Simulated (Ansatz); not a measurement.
Total energies of `SC[SiH2]I`.

```xyz
9

S    -0.070   -2.041    0.308
C     0.186   -0.592   -0.744
Si   -0.389    0.998    0.057
I     0.932    1.411    2.074
H     0.541   -1.553    1.402
H    -0.438   -0.755   -1.628
H     1.222   -0.524   -1.083
H    -1.810    0.897    0.458
H    -0.174    2.160   -0.842
```

The species carries charge 0 and has multiplicity 1. Correlated methods include outer-core shells of I, which these sets cover unevenly. I takes the def2 core potential. All single points use the PBE0-D4/def2-TZVP geometry. It is one conformer, not always the lowest. Basis def2-TZVPP, the Gaussian-basis code of Ansatz.

RPA on PBE orbitals: Hartree–Fock energy of these orbitals -1023.93432 Eh, correlation -1.45643 Eh (frozen core).

```
 functional  energy without D4 (Eh)  D4 term (kJ/mol)
LDA (SPW92)             -1023.24347                 –
     B97M-V             -1026.39501                 –
       PBE0             -1026.28847             -22.3
    r2SCANh             -1026.60840              -6.6
      BHLYP             -1026.50778             -36.9
    LC-ωPBE             -1026.39397                 –
    ωB97X-V             -1026.45848                 –
    ωB97M-V             -1026.49735                 –
     B2PLYP             -1026.12925                 –
   PBE-QIDH             -1025.96219                 –
```

**Question.** Give the same for PBE, revPBE, BLYP, r2SCAN, B3LYP, r2SCAN0, HSE06 (plane-wave form), CAM-B3LYP. (Best estimate.)

**Answer.** Ansatz gave: 
```json
{"functional": "PBE", "energy without D4 (Eh)": "-1026.19053", "D4 term (kJ/mol)": "-26.0"}
{"functional": "revPBE", "energy without D4 (Eh)": "-1026.47834", "D4 term (kJ/mol)": "-67.8"}
{"functional": "BLYP", "energy without D4 (Eh)": "-1026.49122", "D4 term (kJ/mol)": "-55.8"}
{"functional": "r2SCAN", "energy without D4 (Eh)": "-1026.62269", "D4 term (kJ/mol)": "-6.0"}
{"functional": "B3LYP", "energy without D4 (Eh)": "-1026.72140", "D4 term (kJ/mol)": "-42.7"}
{"functional": "r2SCAN0", "energy without D4 (Eh)": "-1026.58793", "D4 term (kJ/mol)": "-7.3"}
{"functional": "HSE06 (plane-wave form)", "energy without D4 (Eh)": "-1026.27022", "D4 term (kJ/mol)": "-21.1"}
{"functional": "CAM-B3LYP", "energy without D4 (Eh)": "-1026.57800", "D4 term (kJ/mol)": "-23.3"}
```

B3LYP takes the VWN-RPA correlation (the form of Gaussian; ORCA's B3LYP/G). HSE06 is the plane-wave form, built on full-range PBE exchange. The double hybrids freeze the cores in their second-order part.

LC-ωPBE has ω = 0.4 bohr⁻¹.
